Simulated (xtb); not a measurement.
B(H)(Cl)(NH2) (BClH₃N), SMILES ClBN. All values are semi-empirical tight-binding results from xtb (GFN2-xTB unless named), good for trends rather than for accurate numbers. Geometry: GFN2-xTB. Other conformers were not sampled.

Optimised geometry:

Bond lengths (Å): B1–H2 1.169, B1–Cl3 1.723, B1–N4 1.381, N4–H5 1.005, N4–H6 1.007. Bond angles (°): H2–B1–Cl3 120.0, H2–B1–N4 121.6, Cl3–B1–N4 118.4, B1–N4–H5 123.8, B1–N4–H6 123.0, H5–N4–H6 113.2.

```
Property                                       Result
--------------------------------------  -------------
point group as xtb finds it                        Cs
orbital gap                                   5.48 eV
dipole moment                                  3.49 D
zero-point energy                       24.8 kcal/mol
G − E(el) at 298.15 K (modified RRHO)    8.6 kcal/mol
static polarisability (D4 model)           37.8 bohr³
solvation energy, GFN2-xTB/ALPB(water)  -5.6 kcal/mol
solvation energy, GFN2-xTB/ALPB(dmf)    -6.4 kcal/mol
```

Task: Give the atomic charges and the Wiberg bond orders between heavy atoms. (Estimate from the structure and the level; the computed values follow.)

Result: charges (e) B1 0.34, H2 -0.08, Cl3 -0.29, N4 -0.32, H5 0.17, H6 0.18. Bond orders B1–Cl3 1.02, B1–N4 1.42.
